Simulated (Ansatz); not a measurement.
Ansatz (a program for electronic structure) input (B3LYP-D3(BJ)/def2-TZVP):

Ansatz 0.2 input:
```yaml
crystal:
  periodic: [false, false, false]
  atoms:
    - {symbol: Si, position_ang: [-0.68312244, -0.68993590, -0.25683571]}
    - {symbol: O, position_ang: [-0.91288834, 0.98951309, -0.48131461]}
    - {symbol: O, position_ang: [0.99220712, -0.92513457, -0.50657158]}
    - {symbol: H, position_ang: [-0.68421138, -0.71196088, 1.33604640]}
    - {symbol: H, position_ang: [-0.31843892, 1.56533289, 0.01313735]}
    - {symbol: H, position_ang: [1.57730411, -0.33932626, -0.01300011]}
basis:
  gaussian:
    orbitals: def2-TZVP
hamiltonian:
  xc: b3lyp
  dispersion: d3bj
total_charge: -1
relax: {f_tol: 0.002, max_steps: 150}
```

End of the output:

```
0.18 GiB of the device are held for the grids
0.44 GiB of device memory are held for the factors and their scratch space
mean field: 0.35 GiB planned
mean field -12025.22938814 eV, -441.9190290210 hartree, gradient 1.4e-5 eV, S^2 0.000000; 0 other end points of the search recorded, 0 dependent functions left out
the calculation of the forces begins
reference -12025.22961654 eV, -441.9190374145 hartree; 17, 17 occupied and 100, 100 virtual orbitals, 695 factors
relax step   7: F+E_penalty+E_count = -12025.38839265 eV  Δ(F+E_penalty+E_count) = -9.034e-5 eV  max|allowed force component| = 8.203e-3 eV/Å  Δτ_max = 0.0033 Å  (30 SCF iters, accepted)
these checks for a lower state are left out or cut short: starts, cluster_reference, orbital_swaps, neighbouring_geometries, increment
integrals: 0.03 GiB planned
695 factors; their error is unknown
0.18 GiB of the device are held for the grids
0.44 GiB of device memory are held for the factors and their scratch space
mean field: 0.35 GiB planned
mean field evaluation 64: about -12025.2294 eV, gradient 4.1e-3 eV
mean field -12025.22941507 eV, -441.9190300106 hartree, gradient 1.4e-5 eV, S^2 0.000000; 0 other end points of the search recorded, 0 dependent functions left out
the calculation of the forces begins
reference -12025.22964343 eV, -441.9190384028 hartree; 17, 17 occupied and 100, 100 virtual orbitals, 695 factors
relax step   8: F+E_penalty+E_count = -12025.38839912 eV  Δ(F+E_penalty+E_count) = -6.466e-6 eV  max|allowed force component| = 3.654e-3 eV/Å  Δτ_max = 0.0019 Å  (31 SCF iters, accepted)
these checks for a lower state are left out or cut short: starts, cluster_reference, orbital_swaps, neighbouring_geometries, increment
integrals: 0.03 GiB planned
695 factors; their error is unknown
0.18 GiB of the device are held for the grids
0.44 GiB of device memory are held for the factors and their scratch space
mean field: 0.35 GiB planned
mean field -12025.22942517 eV, -441.9190303819 hartree, gradient 1.4e-5 eV, S^2 0.000000; 0 other end points of the search recorded, 0 dependent functions left out
the calculation of the forces begins
reference -12025.22965356 eV, -441.9190387751 hartree; 17, 17 occupied and 100, 100 virtual orbitals, 695 factors
relax step   9: F+E_penalty+E_count = -12025.38840065 eV  Δ(F+E_penalty+E_count) = -1.527e-6 eV  max|allowed force component| = 9.296e-4 eV/Å  Δτ_max = 0.0004 Å  (31 SCF iters, accepted)
integrals: 0.03 GiB planned
695 factors; their error is unknown
0.18 GiB of the device are held for the grids
0.44 GiB of device memory are held for the factors and their scratch space
mean field: 0.35 GiB planned
mean field evaluation 96: about -12025.2294 eV, gradient 5.3e-5 eV
mean field -12025.22942517 eV, -441.9190303819 hartree, gradient 1.4e-5 eV, S^2 0.000000; 1 other end points of the search recorded, 0 dependent functions left out
the calculation of the forces begins
reference -12025.22965356 eV, -441.9190387751 hartree; 17, 17 occupied and 100, 100 virtual orbitals, 695 factors
Total energy: -12025.38862904 eV, -441.9248810160 hartree
Atom 0 at    -0.700341    -0.706820    -0.275125 Å, force    -0.000196    -0.000188    -0.000930 eV/Å
Atom 1 at    -0.914086     1.016274    -0.533861 Å, force    -0.000094    -0.000336    -0.000319 eV/Å
Atom 2 at     1.018074    -0.925229    -0.559802 Å, force    -0.000332    -0.000094    -0.000287 eV/Å
Atom 3 at    -0.583560    -0.611737     1.305798 Å, force     0.000194     0.000171     0.000803 eV/Å
Atom 4 at    -0.407466     1.545651     0.090381 Å, force     0.000304     0.000148     0.000378 eV/Å
Atom 5 at     1.558230    -0.429651     0.064070 Å, force     0.000124     0.000299     0.000354 eV/Å
Dipole moment:     0.543690     0.537023     0.300358 e Å
```

It need not be the lowest isomer of its formula. Whether it binds its extra electron was not tested at this geometry.
